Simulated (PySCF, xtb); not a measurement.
Si(Cl)3(vinyl) (C₂H₃Cl₃Si), SMILES C=C[Si](Cl)(Cl)Cl.

xtb 6.7.1 with GFN2-xTB at its own geometry gives an orbital gap of 4.42 eV and a dipole moment of 2.05 D.

Geometry: TPSSh-D3(BJ)/def2-SVP. One conformer was computed; it need not be the lowest.

Question: What does PBE/def2-TZVP (PySCF) give? (Estimate from the structure and the level; the computed values follow.)

Answer: gap 5.16 eV (levels -7.43 and -2.28 eV), dipole 2.14 D.
